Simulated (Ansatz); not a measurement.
The cluster Cs₃Br₂. The state is a doublet with charge 0. Geometry PBE0-D4/def2-SVP; atoms count from 1.

```xyz
5

Cs    2.616    0.745    0.060
Cs   -1.661    1.158   -1.823
Cs   -0.933   -1.883    1.748
Br    0.457   -1.537   -1.388
Br   -0.478    1.516    1.404
```

In the def2 sets Cs takes a core potential; there is no spin–orbit coupling. The structure comes from a short search, and lower isomers may exist.

Problem. Estimate the Mulliken populations from the PBE0/def2-TZVP orbitals of Ansatz.

Solution. 
```csv
atom,charge (e),spin (α − β)
Cs1,0.50,0.35
Cs2,0.50,0.34
Cs3,0.52,0.32
Br4,-0.76,0.00
Br5,-0.76,0.00
```
Mulliken values and Mayer orders depend strongly on the basis.

Problem. Where does the spin sit?

Solution. Summed by element: Cs 1.01, Br -0.01, of 1 unpaired in all. Largest on single atoms: Cs1 0.35, Cs2 0.34, Cs3 0.32.
